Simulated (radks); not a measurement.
Results of a calculation; reference values are marked as such.
Excited configurations of the carbon ion C2+: one electron is placed in a higher orbital outside [He] 2s1. The ground configuration is [He] 2s2. Level of theory: scalar-relativistic Kohn-Sham, PBEsol, spin-unpolarised, spherical densities, finite nucleus; Fermi nuclear charge, rms radius 2.4702 fm (a radial shooting solver on a logarithmic mesh with Libxc functionals). Excitation = E - E(ground); binding = E(ion) - E, where the ion is the core of charge +3; n* = 3/sqrt(2 binding) in atomic units, and the quantum defect is n - n*.

| outer orbital | excitation (eV) | binding (eV) | n* | quantum defect | eigenvalue (eV) | <r> (bohr) |
|---|---|---|---|---|---|---|
| 2p | 8.610 | 39.354 | 1.764 | 0.236 | -31.250 | 1.333 |
| 3d | 33.828 | 14.136 | 2.943 | 0.057 | -11.178 | 3.276 |
| 5p | 42.377 | 5.586 | 4.682 | 0.318 | -4.805 | 10.87 |
| 5f | 42.912 | 5.051 | 4.924 | 0.076 | -4.227 | 10.30 |
| 6p | 44.106 | 3.858 | 5.634 | 0.366 | -3.349 | 15.94 |
| 6f | 44.392 | 3.572 | 5.855 | 0.145 | -3.040 | 15.56 |
| 7p | 45.140 | 2.823 | 6.586 | 0.414 | -2.467 | 21.98 |
| 7f | 45.309 | 2.655 | 6.792 | 0.208 | -2.288 | 21.75 |

The Delta-SCF ionisation energy is 47.964 eV (NIST Atomic Spectra Database: 47.888 eV, measured). Self-interaction in the functional shifts the binding energies and quantum defects, so they are the method's values and not measured ones. Spin polarisation and multiplet splitting are left out, so open shells lie too high by an amount that depends on their filling.

Beside tabulated values, note that spin-unpolarised runs miss the spin-polarisation part of the exchange energy of open shells.
